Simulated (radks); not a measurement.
The numbers below are computed, except where a source is named.
Problem. The mean radii <r> (bohr) of the occupied orbitals of an atom or ion are listed with their occupations. Code: a radial shooting solver on a logarithmic mesh with Libxc functionals. Model: scalar-relativistic Kohn-Sham, LDA (Slater exchange, VWN5 correlation), spin-polarised, spherical densities, finite nucleus; Fermi nuclear charge, rms radius of each element as measured or else 0.836 A^(1/3) + 0.57 fm.

| orbital | occ. | <r> |
|---|---|---|
| 1s down | 1 | 0.01968 |
| 1s up | 1 | 0.01968 |
| 2s up | 1 | 0.08340 |
| 2s down | 1 | 0.08339 |
| 2p up | 3 | 0.07417 |
| 2p down | 3 | 0.07416 |
| 3s up | 1 | 0.2170 |
| 3s down | 1 | 0.2169 |
| 3p up | 3 | 0.2164 |
| 3p down | 3 | 0.2163 |
| 3d up | 5 | 0.1962 |
| 3d down | 5 | 0.1960 |
| 4s up | 1 | 0.4848 |
| 4s down | 1 | 0.4850 |
| 4p up | 3 | 0.5128 |
| 4p down | 3 | 0.5132 |
| 4d up | 5 | 0.5462 |
| 4d down | 5 | 0.5471 |
| 5s up | 1 | 1.038 |
| 5s down | 1 | 1.043 |
| 4f up | 7 | 0.6086 |
| 4f down | 3 | 0.6128 |

Name the element and its charge. Open shells, if any, are filled with parallel spins first.

Solution. Z = 70, ytterbium, charge +12: Yb12+ in [Kr] 4d10 4f10 5s2. The 1s radius gives Z: for a bare nucleus <r> = (2 gamma + 1)/(2Z) with gamma = sqrt(1 - (Z/c)^2), 0.01942 bohr for Z = 70, and screening makes it slightly larger (0.01968 here). The occupations add up to 58, and the charge is Z minus that.
